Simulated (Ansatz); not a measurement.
**Worked example: C3H5Br + C3H7 → C3H5 + C3H7Br**

Species: C3H5Br (allyl bromide) `C=CCBr`, singlet; C3H7 (methylethyl) `C[CH]C`, doublet; C3H5 `[CH2]C=C`, doublet; C3H7Br (2-bromopropane) `CC(C)Br`, singlet. A radical takes Br: the energy is the difference in strength between two C–Br bonds in different surroundings.

Shapes, held fixed at every level: PBE0-D4/def2-TZVP. Flexible molecules stand in one conformer, not always the lowest. Programs: Ansatz 0.2.0. The zero-point and thermal change to 298 K, harmonic and unscaled (PBE0-D4/def2-TZVP), is +0.9 kJ/mol.

At B2PLYP/def2-TZVPP; 1 Eh = 2625.50 kJ/mol:

| species | energy (Eh) |
| --- | --- |
| C3H5Br | -2691.010464 |
| C3H7 | -118.398344 |
| C3H5 | -117.188320 |
| C3H7Br | -2692.242714 |

Question: Work out ΔH(298 K) of the reaction at this level.

Answer: 
1. Products less reactants: (-117.188320) + (-2692.242714) − [(-2691.010464) + (-118.398344)] = -0.022226 Eh = -58.4 kJ/mol.
2. With the thermal change: -58.4 + (+0.9) = -57.5 kJ/mol.

Other levels give -71.3 (HF/def2-TZVPP) to -59.2 kJ/mol (PBE0-D4/def2-TZVPP). No measured value is set beside it here. Spin contamination: C3H5 (⟨S²⟩ up to 0.95). Open shells run unrestricted unless RO is named. Relativity is left out for Br unless named. Correlated rows may include outer-core shells of Br, which these sets cover unevenly.
